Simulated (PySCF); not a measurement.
MoO₂Br₂: from structure and modes to constants

All numbers come from PBE0 in PySCF with Mo def2-SVP with ECP28, O def2-SVP, Br def2-SVP; scalar-relativistic core potentials, no spin–orbit coupling; density-fitted integrals.

The singlet minimum has C2v symmetry. Masses (u): Mo 97.90541, O 15.99492, Br 78.91834.

```xyz
5
charge 0 multiplicity 1, angstrom
Mo    0.0000    0.0000    0.6227
O     1.3318    0.0000    1.6145
O    -1.3318    0.0000    1.6145
Br    0.0000    1.9956   -0.7138
Br    0.0000   -1.9956   -0.7138
```

Harmonic wavenumbers (cm⁻¹): 78.7 (a1, ×1), 156.5 (b2, ×1), 198.8 (a2, ×1), 209.9 (b1, ×1), 263.3 (a1, ×1), 359.2 (b1, ×1), 395.1 (a1, ×1), 1050.0 (b2, ×1), 1082.1 (a1, ×1).

(1) Find the principal moments of inertia and the rotational constants. What kind of rotor is it?

(2) What is the harmonic zero-point energy?

(3) Give the standard entropy (298.15 K, 1 bar) by its translational, rotational, vibrational and spin parts, and Cp.

## Answers

(1) About the centre of mass I = 258.51, 685.29, 830.32 u Å². With B = 16.8576/I this gives 0.06521, 0.0246, 0.0203 cm⁻¹. The molecule is an asymmetric top with κ = -0.81.

(2) Half the sum of all 9 wavenumbers, 3794/2 = 1897 cm⁻¹, which is 22.7 kJ/mol (1 cm⁻¹ = 0.0119627 kJ/mol).

(3) Sackur–Tetrode with M = 287.73 u gives 179.5; rotation with symmetry number 2 gives 120.9; vibration 61.1; spin R ln 1 = 0.0. The total is 361.5 J/(mol K), and Cp = 4 R + 54.1 = 87.3 J/(mol K).

Stability towards spin polarisation was not tested. Other isomers or separated fragments may lie lower.
